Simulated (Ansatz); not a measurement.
The cluster Ge3Se3, relaxed as a singlet with RKS PBE0-D4/def2-SVP in Ansatz, starting from the GFN2-xTB geometry. Force threshold 0.02 eV/Å.

Another isomer (singlet) lies 0.29 eV lower at PBE0-D4/def2-TZVP; other spin states weren't run for this one.

Start:

```xyz
6

Ge    0.924   -0.949   -0.731
Ge   -2.356   -0.500   -0.215
Ge    1.046    1.209    1.828
Se   -1.070   -0.288   -2.131
Se    1.983    1.300   -0.290
Se   -0.527   -0.773    1.539
```

(1) Estimate the energy that the relaxation releases and the steps that it takes.

(2) Does the start keep its bonding and symmetry?

(3) Predict the relaxed structure.

## Answers

(1) 0.05 eV, in 4 steps; 28 s on 4 threads of Arm Neoverse V2 on a shared host. No frequencies were taken in this run, so the end may be a saddle point.

(2) By distances, no bond broke or formed. The bond that changes most is Ge1–Se6, from 2.70 to 2.63 Å (atoms count from 1). Point group Cs at the start, Cs at the end, both within 0.05 Å.

(3) 
| atom | x (Å) | y (Å) | z (Å) |
| --- | --- | --- | --- |
| Ge1 | 0.9275 | -0.9897 | -0.7036 |
| Ge2 | -2.3136 | -0.4397 | -0.1818 |
| Ge3 | 0.9683 | 1.2165 | 1.7880 |
| Se4 | -0.9989 | -0.2354 | -2.0764 |
| Se5 | 1.9017 | 1.2635 | -0.3309 |
| Se6 | -0.4850 | -0.8152 | 1.5047 |
Bond lengths: 7 × Ge–Se 2.32 to 2.63 Å.
